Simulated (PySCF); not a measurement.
## Polarisability and C₆ of Te⁻ (tellurium, charge -1)

[Kr] 4d10 5s2 5p5, 2P determinant. All numbers are calculated (PySCF 2.14, the spin-free X2C one-electron Hamiltonian (Gaussian nucleus), in x2c-TZVPPall with one added diffuse shell each of s, p, d, f type (9s7p5d3f, 76 functions)). Coupled (time-dependent) response in atomic units; α is the mean over directions.

```tsv
method	mean α (bohr³)	α xx, yy, zz	C₆ (like pair)	S(−4)
LC-wPBE	78.70	68.53, 83.79, 83.79	1186	1526
```

S(−4) is the Cauchy moment in α(ω) = α(0) + S(−4) ω² + …

Spin-orbit coupling is absent.

α(iu) at LC-wPBE:

| u (hartree) | α(iu) (bohr³) |
| --- | --- |
| 0 | 78.70 |
| 0.0500 | 75.10 |
| 0.100 | 66.32 |
| 0.200 | 46.65 |
| 0.300 | 32.66 |
| 0.500 | 18.18 |
| 0.750 | 10.56 |
| 1.00 | 6.995 |
| 1.50 | 3.869 |
| 2.00 | 2.551 |
| 3.00 | 1.423 |
| 5.00 | 0.6636 |

A single London oscillator, α(iu) = α/(1 + u²/ω²), gives C₆ = (3/4) ω α². Matching the computed C₆ needs ω = 4 × 1186 / (3 × 78.70²) = 0.255 hartree.

For an ion, C₆ is the dispersion term alone; charge-induced terms of lower order in 1/R come first.

The components differ because the open shell of this determinant is not spherical; for a pure term their mean is the scalar polarisability.
